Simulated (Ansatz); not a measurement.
Consider the cleavage of the Ge–Al bond: `[NH2][AlH][GeH2][F]` + `C[SeH]` → `C[Se][GeH2][F]` + `[NH2][AlH2]`.

Isolated molecules relaxed with PBE0-D4/def2-TZVP in Ansatz; ΔE leaves out vibrations. CBS: MP2 limit from def2 TZ/QZ plus the TZ coupled-cluster correction, frozen cores. This one scheme is used for every species. Functionals use def2-TZVPP. For Ge, Se outer-core shells are correlated without core-valence functions, which leaves a few kJ/mol of doubt a bond. Scalar relativity is left out up to krypton. Each species was taken in one conformer, which may not be the lowest.

| species | LDA (SPW92) energy (Eh) |
| --- | --- |
| `[NH2][AlH][GeH2][F]` | -2471.85394 |
| `C[SeH]` | -2438.25205 |
| `C[Se][GeH2][F]` | -4612.01958 |
| `[NH2][AlH2]` | -298.09776 |

(1) Work out ΔE.

Largest T1 diagnostic among the species: 0.013.

Results:

(1) ΔE = (-4612.01958) + (-298.09776) − (-2471.85394) − (-2438.25205) = -0.01135 Eh = -29.8 kJ/mol. CCSD(T)/CBS gives -39.1 kJ/mol.

Leaving LDA and LC-ωPBE aside and taking each functional with its dispersion term where it has one, the values, not all of them listed here, spread over 14.4 kJ/mol, from B97M-V to PBE-D4. The D4 term adds −3.9 kJ/mol with B3LYP and −2.0 kJ/mol with PBE0; it sums over pairs of atoms, weighted by their polarisabilities, and B3LYP, whose exchange is more repulsive, gets the larger term. From BLYP to BHLYP (50 % exact exchange), in def2-TZVPP and without D4, ΔE moves by −6.6 kJ/mol.

B3LYP here is the variant with VWN-RPA as its local correlation; programs differ in this.
